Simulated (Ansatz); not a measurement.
Coupled-cluster run, C2H8MoN2O (`C[O][Mo]([CH3])(=[NH])=[NH]`).

```yaml
crystal:
  periodic: [false, false, false]
  atoms:
    - {symbol: C, position_ang: [-2.165539, 1.252231, -0.359516]}
    - {symbol: O, position_ang: [-0.994175, 0.602285, -0.766539]}
    - {symbol: Mo, position_ang: [0.609499, 0.058245, 0.026393]}
    - {symbol: C, position_ang: [0.841823, -2.033457, -0.169005]}
    - {symbol: N, position_ang: [2.009557, 0.710921, -0.744753]}
    - {symbol: N, position_ang: [0.627681, 0.331835, 1.734388]}
    - {symbol: H, position_ang: [-3.022891, 0.771578, -0.840038]}
    - {symbol: H, position_ang: [-2.139574, 2.301845, -0.669557]}
    - {symbol: H, position_ang: [-2.296040, 1.204855, 0.726668]}
    - {symbol: H, position_ang: [0.849543, -2.283317, -1.233569]}
    - {symbol: H, position_ang: [1.772110, -2.378774, 0.283035]}
    - {symbol: H, position_ang: [0.000437, -2.527983, 0.324107]}
    - {symbol: H, position_ang: [2.848576, 1.258244, -0.869055]}
    - {symbol: H, position_ang: [1.059012, 0.731482, 2.557450]}
basis:
  gaussian: {orbitals: def2-SVP}
correlation: {method: ccsd_t}
```

```sh
$ ansatz run in.yaml --threads 4 --pin off --events-out ev --progress --plain --max-ram 11315MiB
```

The program prints (abridged):

```
Functional definition: HF
1453 factors; integrals over basis functions are off by at most 1.3e-3 eV
mean field evaluation 1: about -9009.6933 eV, gradient 6.4e1 eV
mean field evaluation 2: about -9009.9353 eV, gradient 6.4e1 eV
mean field evaluation 4: about -9018.2139 eV, gradient 1.2e1 eV
mean field evaluation 8: about -9018.6038 eV, gradient 5.0e-1 eV
mean field -9018.60592154 eV, -331.4276545861 hartree, gradient 2.2e-6 eV, S^2 0.000000; 0 other end points of the search recorded, 0 dependent functions left out; unrestricted orbitals would lower it
5 core orbitals not correlated: weight in the atoms' cores, before any rotation towards them, 1.000 or more for the frozen orbitals, at most 0.000 for the correlated occupied ones
reference -9018.60592154 eV, -331.4276545861 hartree; 23, 23 occupied and 113, 113 virtual orbitals, 1453 factors
second order -34.77448234 eV of doubles, -0.00000000 eV of singles
cycle   1  -31.90206937 eV  change     2.9e0 eV  update   2.9e-1
cycle   2  -33.60379598 eV  change    -1.7e0 eV  update   1.8e-1
cycle   3  -34.04570159 eV  change   -4.4e-1 eV  update   3.9e-2
cycle   4  -34.07214220 eV  change   -2.6e-2 eV  update   1.7e-2
cycle   5  -34.06626406 eV  change    5.9e-3 eV  update   4.6e-3
cycle   6  -34.06979367 eV  change   -3.5e-3 eV  update   2.3e-3
cycle   7  -34.06838222 eV  change    1.4e-3 eV  update   9.5e-4
cycle   8  -34.06769960 eV  change    6.8e-4 eV  update   3.9e-4
cycle   9  -34.06785955 eV  change   -1.6e-4 eV  update   1.5e-4
cycle  10  -34.06793080 eV  change   -7.1e-5 eV  update   6.5e-5
cycle  11  -34.06779535 eV  change    1.4e-4 eV  update   3.3e-5
cycle  12  -34.06775885 eV  change    3.7e-5 eV  update   1.7e-5
perturbative correction -1.71886043 eV, -0.0631669558 hartree
Total energy: -9054.39254082 eV, -332.7427885874 hartree
```

Hardware: 4 threads of an Arm Neoverse V2 on a shared host. Wall time 50 s, peak host memory 1.4 GiB.

Correlation energy per correlated electron: -0.778 eV. T1 diagnostic: 0.0205.
